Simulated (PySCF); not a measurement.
¹⁵N chemical shifts

Computational details: structure optimised with GFN2-xTB, PBE0/pcSseg-1 with gauge-including orbitals, in PySCF 2.14 (non-relativistic, no solvent, averaged over atoms made equivalent by symmetry, fast rotation or ring inversion, a single conformation).

Shieldings were converted by a linear fit to measured shifts: ¹⁵N: δ = -148.07 − 0.921σ (rms 6.3 ppm, 71 shifts vs CH3NO2, solution or neat liquid). A few per cent of atoms miss by over 2 rms, more outside the fitted compound classes.

Give the ¹⁵N shifts of `O=COc1cncn1[SiH3]`, `C#C[Si@@](F)(C#CC)N([SiH3])[SiH3]`, `[H]/N=C/COC=O`, `O=C(O)c1cncn1[SiH3]`.

Answers


```csv
compound,environment,δ (ppm)
[O:1]=[CH:2][O:3][c:4]1[cH:5][n:6][cH:7][n:8]1[SiH3:9],N6: pyridine-type nitrogen of an azole,-115.4
[O:1]=[CH:2][O:3][c:4]1[cH:5][n:6][cH:7][n:8]1[SiH3:9],N8: pyrrole-type ring nitrogen,-237.3
C#C[Si@@](F)(C#CC)N([SiH3])[SiH3],nitrogen bonded to 3 Si,-375.6
[H]/N=C/COC=O,imine nitrogen,-61.0
[O:1]=[C:2]([OH:3])[c:4]1[cH:5][n:6][cH:7][n:8]1[SiH3:9],N6: pyridine-type nitrogen of an azole,-100.8
[O:1]=[C:2]([OH:3])[c:4]1[cH:5][n:6][cH:7][n:8]1[SiH3:9],N8: pyrrole-type ring nitrogen,-214.1
```
